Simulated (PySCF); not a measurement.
**Correlation energy of Se²⁺ (selenium, charge +2)**

[Ar] 3d10 4s2 4p2, high-spin 3P determinant. Computed with PySCF 2.14 in pcseg-2, with the non-relativistic Hamiltonian (point nucleus). Frozen: [Ar] 3d10; 4 electrons correlated.

MP2 pair energies summed by pair of shells (mhartree):

```tsv
pair	energy	share (%)
4s-4p	-35.49	62.7
4s-4s	-15.53	27.4
4p-4p	-5.60	9.9
```

Total MP2 correlation energy: -56.62 mhartree.

Same-spin part -9.21 and opposite-spin part -47.41 mhartree; SCS-MP2 scales them by 1/3 and 6/5 to -59.96 mhartree.

```
  level  correlation energy (mhartree)
   CCSD                         -72.92
    (T)                          -1.53
CCSD(T)                         -74.45
```

Diagnostics: T1 = 0.0065, D1 = 0.0175, largest double amplitude 0.096.

Cost of the coupled-cluster step: 0.3 s of wall time on 1 thread of Neoverse-V2 (shared host), for 4 correlated electrons.

Iterations:

```
CC2 = 0
CCSD nocc = (np.int64(3), np.int64(1)), nmo = (29, 29)
frozen orbitals [[0, 1, 2, 3, 4, 5, 6, 7, 8, 9, 10, 11, 12, 13], [0, 1, 2, 3, 4, 5, 6, 7, 8, 9, 10, 11, 12, 13]]
max_cycle = 100
direct = 0
conv_tol = 1e-08
conv_tol_normt = 1e-06
diis_space = 8
diis_start_cycle = 0
Init t2, MP2 energy = -0.0566218277144613
Init E_corr(UCCSD) = -0.0566218277667616
cycle = 1  E_corr(UCCSD) = -0.0683337099726355  dE = -0.0117118822  norm(t1,t2) = 0.0407564
cycle = 2  E_corr(UCCSD) = -0.0713183683830728  dE = -0.00298465841  norm(t1,t2) = 0.0146646
cycle = 3  E_corr(UCCSD) = -0.0729333156451287  dE = -0.00161494726  norm(t1,t2) = 0.00633135
cycle = 4  E_corr(UCCSD) = -0.0729124422691959  dE = 2.08733759e-05  norm(t1,t2) = 0.000957189
cycle = 5  E_corr(UCCSD) = -0.0729185910423101  dE = -6.14877311e-06  norm(t1,t2) = 0.000118917
cycle = 6  E_corr(UCCSD) = -0.0729173099345636  dE = 1.28110775e-06  norm(t1,t2) = 2.20104e-05
cycle = 7  E_corr(UCCSD) = -0.0729178905536887  dE = -5.80619125e-07  norm(t1,t2) = 2.56053e-06
cycle = 8  E_corr(UCCSD) = -0.0729177382649876  dE = 1.52288701e-07  norm(t1,t2) = 5.19579e-07
cycle = 9  E_corr(UCCSD) = -0.072917752183599  dE = -1.39186114e-08  norm(t1,t2) = 8.23016e-08
cycle = 10  E_corr(UCCSD) = -0.0729177541264461  dE = -1.94284713e-09  norm(t1,t2) = 1.652e-08
UCCSD converged
E(UCCSD) = -2398.835413133715  E_corr = -0.07291775412644609
UCCSD(T) correction = -0.00152641106649763
```
